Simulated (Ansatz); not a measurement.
A nudged elastic band was laid between two geometries of F2Ge2H4 + H2O (11 atoms, charge 0, multiplicity 1).

Computed with Ansatz, RKS PBE0-D4/def2-SVP.

```yaml
movable_images: 9
climbing_image: yes
spring: 5.0 eV/Å²
optimiser: quadratic models (default)
start_path: through a guess of the saddle point
force_threshold: 0.03 eV/Å
iteration_limit: 60
end_points: relaxed
```

Image 0:

```xyz
11
Properties=species:S:1:pos:R:3
Ge -0.129 -0.063 -0.047
F -0.182 -0.138 1.712
H 1.304 -0.436 -0.461
Ge -1.279 1.905 -0.840
H -2.477 1.484 -1.708
H -1.766 2.701 0.378
H -0.300 2.744 -1.673
F -1.076 -1.472 -0.452
O 1.172 2.046 1.058
H 2.125 1.909 1.086
H 0.838 1.582 1.842
```

Image 10:

```xyz
11
Properties=species:S:1:pos:R:3
Ge 0.609 0.499 -0.438
F -1.095 1.337 2.081
H 1.829 0.469 -1.380
Ge -1.285 1.942 -0.865
H -2.556 1.273 -0.344
H -1.007 3.299 -0.208
H -1.366 2.127 -2.395
F 0.130 -1.173 -0.297
O 1.219 0.927 1.207
H 1.910 0.347 1.550
H -0.158 1.215 1.986
```

Problem. Which bonds break or form, and what moves?

Solution. Bonds broken: Ge1–F2, O9–H11. Bonds formed: Ge1–O9, F2–H11. F2Ge2H4 + H2O becomes FGe2H5O + FH.

Problem. What energy profile does the band end with?

Solution. The forces met the threshold. The highest image is number 6 of 0 to 10, 22.5 kcal/mol above the first end and 17.4 kcal/mol above the last; the last end lies 5.1 kcal/mol above the first. A vibrational analysis at the climbing image gives one clearly imaginary mode, 400i cm⁻¹: a first-order saddle point. The orbitals stay closed-shell, which can raise the energy where a bond breaks towards radicals; this wasn't checked here.

```tsv
image	path coordinate (Å)	energy (kcal/mol)	Ge1–F2 (Å)	O9–H11 (Å)	Ge1–O9 (Å)
0	0.00	0.0	1.76	0.97	2.71
1	0.80	0.4	1.76	0.97	2.69
2	1.59	1.0	1.76	0.97	2.68
3	2.39	1.8	1.76	0.97	2.72
4	3.19	5.7	1.77	0.97	2.77
5	3.98	14.9	1.82	0.98	2.39
6	4.78	22.5	2.07	1.09	2.00
7	5.22	14.1	2.39	1.38	1.87
8	5.66	7.0	2.77	1.55	1.82
9	6.10	5.4	3.04	1.61	1.81
10	6.54	5.1	3.15	1.61	1.81
```

Problem. What is the geometry of the highest image?

Solution. 
```xyz
11
Properties=species:S:1:pos:R:3
Ge 0.302 0.501 -0.169
F -0.841 0.667 1.551
H 1.624 0.415 -0.992
Ge -1.373 2.031 -1.002
H -2.754 1.416 -0.758
H -1.219 3.338 -0.210
H -1.162 2.316 -2.501
F -0.031 -1.205 -0.061
O 1.311 1.179 1.415
H 2.023 0.603 1.723
H 0.350 0.998 1.899
```

Problem. What are the harmonic wavenumbers there?

Solution. 400i, 70, 101, 116, 134, 252, 274, 400, 463, 487, 492, 619, 684, 723, 772, 806, 819, 874, 886, 1099, 1381, 2063, 2154, 2166, 2176, 2200, 3872 cm⁻¹.

Time of the run: 9.1 min on 4 threads of Arm Neoverse V2, with other jobs on the host, peak memory 0.45 GiB.
